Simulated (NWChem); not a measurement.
System: PH, triplet; SMILES [PH]

Parts of the log:

```
             Northwest Computational Chemistry Package (NWChem) 7.3.0
             --------------------------------------------------------

 ORDER OF PRIMARY AXIS IS BEING SET TO 4
 C4V symmetry detected

                             Geometry "geometry" -> ""
                             -------------------------

 Output coordinates in angstroms (scale by  1.889725989 to convert to a.u.)

  No.       Tag          Charge          X              Y              Z
 ---- ---------------- ---------- -------------- -------------- --------------
    1 P                   15.0000     0.00000000     0.00000000    -0.08981919
    2 H                    1.0000     0.00000000     0.00000000     1.34728781

 Effective nuclear repulsion energy (a.u.)       5.5233595933

      Symmetry information
      --------------------

 Group name             C4v
 Group number             18
 Group order               8
 No. of unique centers     2

  pbe96 is a nonlocal functional; adding pw91lda local functional.

                                 NWChem DFT Module
                                 -----------------

 Summary of "ao basis" -> "ao basis" (spherical)
 ------------------------------------------------------------------------------
       Tag                 Description            Shells   Functions and Types
 ---------------- ------------------------------  ------  ---------------------
 P                           6-31g*                  8       18   4s3p1d
 H                           6-31g*                  2        2   2s

      Symmetry analysis of basis
      --------------------------

        a1         10
        a2          0
        b1          1
        b2          1
        e           8

            General Information
            -------------------
          SCF calculation type: DFT
          Wavefunction type:  spin polarized.
          No. of atoms     :     2
          No. of electrons :    16
           Alpha electrons :     9
            Beta electrons :     7
          Charge           :     0
          Spin multiplicity:     3
          Use of symmetry is: on ; symmetry adaption is: on
          Maximum number of iterations: 150
          AO basis - number of functions:    20
                     number of shells:    10
          Convergence on energy requested:  1.00D-06
          Convergence on density requested:  1.00D-05
          Convergence on gradient requested:  5.00D-04

              XC Information
              --------------
          PerdewBurkeErnzerhof Exchange Functional  1.000
            Perdew 1991 LDA Correlation Functional  1.000 local
           PerdewBurkeErnz. Correlation Functional  1.000 non-local

             Grid Information
             ----------------
          Grid used for XC integration:  medium
          Radial quadrature: Mura-Knowles
          Angular quadrature: Lebedev.
          Tag              B.-S. Rad. Rad. Pts. Rad. Cut. Ang. Pts.
          ---              ---------- --------- --------- ---------
          P                   1.00       88           6.0       590
          H                   0.35       45           7.0       434
          Grid pruning is: on
          Number of quadrature shells:   133
          Spatial weights used:  Erf1

      Superposition of Atomic Density Guess
      -------------------------------------

 Sum of atomic energies:        -341.12835940

      Non-variational initial energy
      ------------------------------

 Total energy =    -340.986672
 1-e energy   =    -482.721952
 2-e energy   =     136.211921
 HOMO         =      -0.177088
 LUMO         =      -0.177088

 !!!!!!!!!!!!!!!!!!!!!!!!!!!!!!!!!!!!!!!!!!!!!!!!!!!!!!!!!!!!!!!!!!!!!!
 Warning - the HOMO and LUMO are degenerate and you are using symmetry.
 This can lead to non-variational energies and poor convergence.
 Modify the initial guess, or use an open-shell wavefunction, or turn
 off symmetry.
 !!!!!!!!!!!!!!!!!!!!!!!!!!!!!!!!!!!!!!!!!!!!!!!!!!!!!!!!!!!!!!!!!!!!!!

   Symmetry analysis of molecular orbitals - initial alpha
   -------------------------------------------------------

 !! scf_movecs_sym_adapt:    2 vectors were symmetry contaminated

  Symmetry fudging

 !! scf_movecs_sym_adapt:    2 vectors were symmetry contaminated

  Numbering of irreducible representations:

     1 a1          2 a2          3 b1          4 b2          5 e

  Orbital symmetries:

     1 a1          2 a1          3 a1          4 e           5 e
     6 a1          7 a1          8 e           9 e          10 a1
    11 a1         12 a1         13 e          14 e          15 e
    16 e          17 a1         18 b2         19 b1

   Symmetry analysis of molecular orbitals - initial beta
   ------------------------------------------------------

 !! scf_movecs_sym_adapt:    2 vectors were symmetry contaminated

  Symmetry fudging

 !! scf_movecs_sym_adapt:    2 vectors were symmetry contaminated

  Numbering of irreducible representations:

     1 a1          2 a2          3 b1          4 b2          5 e

  Orbital symmetries:

     1 a1          2 a1          3 a1          4 e           5 e
     6 a1          7 a1          8 e           9 e          10 a1
    11 a1         12 a1         13 e          14 e          15 e
    16 e          17 a1         18 b2         19 b1

     ---------------------------------------------
      Total Density - Mulliken Population Analysis
     ---------------------------------------------

    Atom       Charge   Shell Charges
 -----------   ------   -------------------------------------------------------
    1 P   15    15.03   2.00  2.00  5.98  1.29  1.83  0.63  1.28  0.02
    2 H    1     0.97   0.45  0.52

     --------------------------------------------
      Spin Density - Mulliken Population Analysis
     --------------------------------------------

    Atom       Charge   Shell Charges
 -----------   ------   -------------------------------------------------------
    1 P   15     2.00   0.00  0.00  0.01  0.00  1.05  0.00  0.94  0.00
    2 H    1     0.00   0.00  0.00

   convergence    iter        energy       DeltaE   RMS-Dens  Diis-err
 ---------------- ----- ----------------- --------- --------- ---------
 d= 0,ls=0.0,diis     1   -341.6755301075 -3.47D+02  1.67D-02  2.67D-02
                                                     7.79D-03  1.75D-02
 d= 0,ls=0.0,diis     2   -341.6873686170 -1.18D-02  6.37D-03  4.04D-03
                                                     5.06D-03  3.10D-03
 d= 0,ls=0.0,diis     3   -341.6904721811 -3.10D-03  1.47D-03  4.53D-04
                                                     8.08D-04  2.33D-04
 d= 0,ls=0.0,diis     4   -341.6907351118 -2.63D-04  1.29D-04  9.19D-07
                                                     1.48D-04  3.02D-06
 d= 0,ls=0.0,diis     5   -341.6907363800 -1.27D-06  8.88D-05  1.08D-06
                                                     7.90D-05  6.63D-07
 d= 0,ls=0.0,diis     6   -341.6907372302 -8.50D-07  1.54D-05  4.57D-08
                                                     1.51D-05  2.85D-08
 d= 0,ls=0.0,diis     7   -341.6907372647 -3.44D-08  1.03D-06  7.54D-11
                                                     1.73D-06  3.79D-10

         Total DFT energy =     -341.690737264656
      One electron energy =     -483.179217579421
           Coulomb energy =      159.355170344838
    Exchange-Corr. energy =      -23.390049623336
 Nuclear repulsion energy =        5.523359593263

 Numeric. integr. density =       16.000003547591

                  Occupations of the irreducible representations
                  ----------------------------------------------

                     irrep           alpha         beta
                     --------     --------     --------
                     a1                5.0          5.0
                     a2                0.0          0.0
                     b1                0.0          0.0
                     b2                0.0          0.0
                     e                 4.0          2.0

                    DFT Final Alpha Molecular Orbital Analysis
                    ------------------------------------------

 Vector    7  Occ=1.000000D+00  E=-3.109078D-01  Symmetry=a1
              MO Center=  6.3D-16, -4.1D-16,  1.6D-01, r^2= 1.9D+00
   Bfn.  Coefficient  Atom+Function         Bfn.  Coefficient  Atom+Function
  ----- ------------  ---------------      ----- ------------  ---------------
     9      0.494720  1 P  pz                20      0.338599  2 H  s
    10     -0.306366  1 P  s                  6     -0.280443  1 P  s
    19      0.265804  2 H  s                  5     -0.194902  1 P  pz
    13      0.147818  1 P  pz                 2      0.133160  1 P  s
    16      0.072158  1 P  d  0               1     -0.028630  1 P  s

 Vector    8  Occ=1.000000D+00  E=-2.232755D-01  Symmetry=e
              MO Center= -6.3D-16,  4.7D-16, -7.3D-02, r^2= 1.8D+00
   Bfn.  Coefficient  Atom+Function         Bfn.  Coefficient  Atom+Function
  ----- ------------  ---------------      ----- ------------  ---------------
     8      0.624018  1 P  py                12      0.392049  1 P  py
     7     -0.293169  1 P  px                 4     -0.232425  1 P  py
    11     -0.184188  1 P  px                 3      0.109195  1 P  px

[...]

                         DFT ENERGY GRADIENTS

    atom               coordinates                        gradient
                 x          y          z           x          y          z
   1 P       0.000000   0.000000  -0.169734    0.000000   0.000000   0.004127
   2 H       0.000000   0.000000   2.546005    0.000000   0.000000  -0.004127
```

Level: PBE/6-31G* (spherical d), spin-unrestricted. The geometry was optimised at PBE0/def2-SVP, spin-unrestricted. No stability test was run on the SCF state.

Task: Write an input that gives this output.

Result: One answer among several that fit: the input that was run:
```
start job
memory heap 200 mb stack 900 mb global 1100 mb
geometry units angstroms noautoz
  P      0.000000     0.000000    -0.106552
  H      0.000000     0.000000     1.330555
end
basis spherical
  * library 6-31g*
end
dft
  odft
  mult 3
  xc xpbe96 cpbe96
  iterations 150
  mulliken
end
task dft gradient
```
